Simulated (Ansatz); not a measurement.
`C[N](C)[Ga]([Cl])[N](C)C` + H₂O → `C[N](C)[Ga]([OH])[Cl]` + dimethylamine  (formal hydrolysis of a Ga–N bond)

Calculated with Ansatz (gas phase, PBE0-D4/def2-TZVP geometries, no zero-point term in ΔE). CCSD(T)/CBS adds triple-zeta CCSD(T) − MP2 to the extrapolated MP2 energy (def2 sets, frozen cores). This one scheme is used for every species. For Ga outer-core shells are correlated without core-valence functions, which leaves a few kJ/mol of doubt a bond. Scalar relativity is left out up to krypton. One conformer a species, not always the lowest.

```tsv
level	ΔE (kJ/mol)
CCSD/def2-TZVPP	-27.3
CCSD(T)/def2-TZVPP	-23.7
```

**Question.** What does CCSD(T)/CBS give? (Estimate.)

**Answer.** The calculation gave: -19.9 kJ/mol. The listed levels differ from it by -7.4, -3.8 kJ/mol.

Largest T1 diagnostic among the species: 0.013.

The D4 term adds +16.0 kJ/mol with B3LYP and +9.4 kJ/mol with PBE0; it sums over pairs of atoms, weighted by their polarisabilities, and B3LYP, whose exchange is more repulsive, gets the larger term. In def2-TZVPP, CCSD(T) changes the Hartree–Fock value by +27.1 kJ/mol (the triples alone add +3.6 kJ/mol) and MP2 by +30.2 kJ/mol.

CCSD(T)/CBS has its own doubt, a few kJ/mol and more with outer-core shells, so smaller differences from it don't rank the levels.

B3LYP here is the variant with VWN-RPA as its local correlation; programs differ in this.
